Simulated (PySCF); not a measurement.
## Two-component Hartree-Fock for Pr (praseodymium, neutral)

Start: [Xe] 4f3 6s2; 4f5/2 filled at m_j = +1/2, +3/2, +5/2. Calculated with PySCF 2.14 in x2c-QZVPPall-2c (16s16p12d6f4g1h, 213 functions): generalised Hartree-Fock with the X2C-1e Hamiltonian and a Gaussian nucleus; one run each with spin-orbit coupling (SO) switched off, then screened by Boettger's factors.

```csv
spinor shell,electrons,"ε, spin-free (eV)","ε, screened SO (eV)",weight of nominal j (screened SO),"rms radius, screened SO (bohr)"
1s1/2,2,-42193.3,-42187.4,1.000,0.0275
2s1/2,2,-6899.2,-6897.3,1.000,0.111
2p1/2,2,-6166.5,-6504.3,1.000,0.0958
2p3/2,4,-6166.5,-6018.2,1.000,0.102
3s1/2,2,-1535.0,-1534.3,1.000,0.290
3p1/2,2,-1297.7,-1366.3,1.000,0.282
3d3/2,4,-964.45,-977.11,0.999,0.266
3d5/2,6,-964.45,-955.30,0.999,0.269
4s1/2,2,-324.98,-324.75,1.000,0.661
4p1/2,2,-244.71,-260.48,0.989,0.685
4p3/2,4,-244.71,-237.52,0.994,0.711
4d3/2,4,-126.78,-131.76,0.834,0.783
4d5/2,6,-126.78,-123.22,0.889,0.788
5s1/2,2,-48.825,-48.779,1.000,1.63
5p1/2,2,-26.990,-29.530,0.936,1.84
5p3/2,4,-26.990,-25.831,0.968,1.94
4f5/2,3,-10.883,-10.906,0.794,1.22
6s1/2,2,-4.659,-4.659,1.000,5.15
```

Problem. Where does 3p3/2 lie, and what is the 3p spin-orbit splitting (screened SO)?

Solution. At -1267.1 eV, 99.196 eV above 3p1/2.

```
   quantity    spin-free  screened SO
E (hartree)  -9231.15841  -9235.49060
        M_J          9/2          9/2
       ⟨J²⟩       27.759       26.893
       ⟨L²⟩       42.006       41.796
       ⟨S²⟩        3.753        3.736
```

The determinant has a definite M_J but mixes levels of different J.

Each row is a mean over spinors that exchange with the open shell spreads, by up to 9.373 eV (4d3/2).

Rows whose weight is well below 1 are mixtures of j = l ± 1/2: exchange outweighs spin-orbit coupling there, and the label is only the starting occupation.

Breit and QED terms are absent; they matter most for the inner s and p1/2 levels.

Densities and radii are taken from the X2C orbitals without a picture-change correction, which distorts them close to the nucleus.

Without spin-orbit coupling the j labels of p, d and f shells carry no meaning; the spin-free column gives the mean over the occupied spinors of each nl shell, and its ⟨J²⟩ belongs to a mixture of degenerate components.
